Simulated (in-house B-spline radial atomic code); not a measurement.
Inner levels of titanium as electrons are removed. A shift is the extra binding of the orbital against the neutral atom ([Ar] 3d3/2(2) 4s2). The density at the nucleus is averaged over the nuclear charge. Computed with a radial B-spline atomic code at the basis-set limit: Dirac-Hartree-Fock, jj configuration that fills j = l - 1/2 first, finite nuclei.

A number in brackets counts the electrons of a j subshell.

| ion | configuration | shift of 1s1/2 (eV) | radius of 1s1/2 (bohr) | Σ<r²> (bohr²) | change of density at nucleus (bohr⁻³) |
| --- | --- | --- | --- | --- | --- |
| Ti | [Ar] 3d3/2(2) 4s2 | 0 | 0.06953 | 49.764 | - |
| Ti+ | [Ar] 3d3/2(2) 4s1 | 7.223 | 0.06953 | 29.491 | -1.8053 |
| Ti2+ | [Ar] 3d3/2(2) | 16.068 | 0.069529 | 16.485 | -5.2879 |
| Ti3+ | [Ar] 3d3/2(1) | 33.554 | 0.069533 | 12.927 | -2.9215 |
| Ti4+ | [Ne] 3s2 3p6 | ? | ? | ? | ? |
| Ti5+ | [Ne] 3s2 3p1/2(2) 3p3/2(3) | 81.692 | 0.069531 | 8.7354 | 7.1142 |
| Ti6+ | [Ne] 3s2 3p1/2(2) 3p3/2(2) | 111.12 | 0.069525 | 7.2145 | 14.39 |
| Ti7+ | [Ne] 3s2 3p1/2(2) 3p3/2(1) | 142.53 | 0.069517 | 5.8608 | 22.334 |
| Ti8+ | [Ne] 3s2 3p1/2(2) | ? | ? | ? | ? |
| Ti9+ | [Ne] 3s2 3p1/2(1) | 211.3 | 0.069496 | 3.5538 | 40.071 |
| Ti10+ | [Ne] 3s2 | 248.69 | 0.069484 | 2.5675 | 49.88 |
| Ti11+ | [Ne] 3s1 | ? | ? | ? | ? |
| Ti12+ | [He] 2s2 2p6 | 326.05 | 0.069477 | 0.84376 | -69.72 |
| Ti13+ | [He] 2s2 2p1/2(2) 2p3/2(3) | 428.87 | 0.069396 | 0.71234 | -36.643 |
| Ti14+ | [He] 2s2 2p1/2(2) 2p3/2(2) | 536.11 | 0.069307 | 0.5928 | -1.733 |
| Ti15+ | [He] 2s2 2p1/2(2) 2p3/2(1) | 647.72 | 0.069209 | 0.48376 | 35.028 |
| Ti16+ | [He] 2s2 2p1/2(2) | 763.67 | 0.069103 | 0.38407 | 73.657 |
| Ti17+ | [He] 2s2 2p1/2(1) | 884.85 | 0.068985 | 0.29323 | 113.22 |
| Ti18+ | [He] 2s2 | 1010.54 | 0.068859 | 0.21018 | 154.64 |
| Ti19+ | [He] 2s1 | 1121.45 | 0.068845 | 0.10868 | -246.81 |
| Ti20+ | 1s2 | 1235.03 | 0.06878 | 0.01267 | -674.3 |
| Ti21+ | 1s1 | 1608.16 | 0.067592 | 0.0061049 | -4420.33 |

(1) Fill in the row of Ti4+.

(2) Fill in the row of Ti8+.

(3) Fill in the row of Ti11+.

Answers

(1) shift of 1s1/2 (eV): 54.288; radius of 1s1/2 (bohr): 0.069537; Σ<r²> (bohr²): 10.46; change of density at nucleus (bohr⁻³): 0.50675.

(2) shift of 1s1/2 (eV): 175.91; radius of 1s1/2 (bohr): 0.069507; Σ<r²> (bohr²): 4.6473; change of density at nucleus (bohr⁻³): 30.95.

(3) shift of 1s1/2 (eV): 286.61; radius of 1s1/2 (bohr): 0.069481; Σ<r²> (bohr²): 1.6721; change of density at nucleus (bohr⁻³): -6.8872.
